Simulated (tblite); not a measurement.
Species: C7H14AlN.
Numbering: `[AlH3-:1][N+:2]#[C:3][CH2:4][CH:5]1[CH2:6][CH2:7][CH2:8][CH2:9]1` (hydrogens: H10, H11, H12 on Al1; H13, H14 on C4; H15 on C5; H16, H17 on C6; H18, H19 on C7; H20, H21 on C8; H22, H23 on C9)

Geometry (GFN2-xTB, Å), atoms numbered from 1 in this order:
```xyz
23
C7H14AlN angstrom
Al     3.205   -0.934    0.364
N      2.545    0.583   -0.746
C      1.558    1.151   -0.899
C      0.315    1.825   -1.063
C     -0.824    1.005   -0.427
C     -1.011   -0.378   -1.050
C     -1.885   -1.121   -0.032
C     -1.623   -0.439    1.326
C     -0.600    0.667    1.047
H      2.798   -0.326    1.763
H      2.216   -2.011   -0.229
H      4.721   -1.035    0.017
H      0.387    2.806   -0.583
H      0.125    1.971   -2.130
H     -1.748    1.584   -0.534
H     -0.039   -0.868   -1.133
H     -1.468   -0.340   -2.038
H     -2.937   -1.034   -0.303
H     -1.634   -2.179   -0.004
H     -2.546   -0.011    1.718
H     -1.243   -1.142    2.063
H      0.412    0.276    1.180
H     -0.729    1.526    1.705
```

Level: GFN2-xTB in tblite, geometry and Hessian alike; calculated harmonic values, unscaled, isolated species. Errors from tens to a few hundred cm⁻¹ against measured bands are possible. Modes of hydrogen on aluminium can be 10 to 20 % off. One conformer, not necessarily the lowest. The optimisation stopped once no atom felt more than 0.01 eV/Å.

Lowest wavenumbers of the output (negative numbers stand for imaginary wavenumbers):
```
mode    cm-1
  1     -35.8
  2     -13.7
  3      56.3
  4      91.0
  5     106.6
  6     123.5
  7     199.0
  8     279.0
  9     322.3
 10     361.9
 11     362.5
 12     393.1
 13     395.8
 14     501.4
 15     622.1
```

Is this structure a minimum?

Not by this Hessian. 1 mode is imaginary beyond 20i (36i cm⁻¹), and 1 more slightly so (13.7i). The curvature is small, so loose convergence or finite differences may be the whole cause.

Which atoms move in the imaginary modes?

36i: C7 (ring CH2 carbon) 17 %, C8 (ring CH2 carbon) 12 %, H19 (methylene hydrogen) 12 %, H18 (methylene hydrogen) 11 %; 14i: Al1 (aluminium bonded to N and 3 H) 18 %, N2 (nitrogen bonded to Al and C) 12 %, H11 (Al–H hydrogen) 12 %. These are shares of the mass-weighted motion.

What is the remedy?

Step along such a mode in both directions, optimise again with tighter thresholds and repeat the frequencies. The zero-point energy of this point (115.8 kcal/mol) counts the 61 real modes alone, and thermal corrections from it aren't those of a minimum.
